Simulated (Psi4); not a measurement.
Conformational energy of SMILES C(=O)[SiH2]O[SiH3], singlet. Scanned: dihedral O1–C2–Si3–O4; all other coordinates were relaxed at GFN2-xTB. Points at φ and −φ are mirror images.

Geometry of the scan point at -90° (Å):
```
11

O     -1.3017     1.8220     0.0476
C     -1.8766     0.7702    -0.0755
Si    -0.9836    -0.9269    -0.2620
O     -0.7634    -1.1517    -1.8433
Si    -0.4343    -1.1589    -3.4377
H     -2.9899     0.7781    -0.1319
H     -1.8818    -1.9864     0.1901
H      0.3240    -0.8772     0.3775
H     -1.7324    -1.2220    -4.1054
H      0.2930     0.0692    -3.7432
H      0.3712    -2.3577    -3.6575
```

Method: DF-MP2 (frozen core)/cc-pVTZ // GFN2-xTB (Psi4 1.11).

Scanned values (°): -165, -150, -135, -120, -105, -90, -75, -60, -45, -30, -15, 0, 15, 30, 45, 60, 75, 90, 105, 120, 135, 150, 165, 180.

Question: Describe the profile: where are the wells and the tops?

Answer: Lower than their neighbours: 0° (0.0 mEh), 180° (2.6 mEh). Higher than their neighbours: -90° (4.8 mEh), 90° (4.8 mEh). The whole profile spans 4.8 mEh.
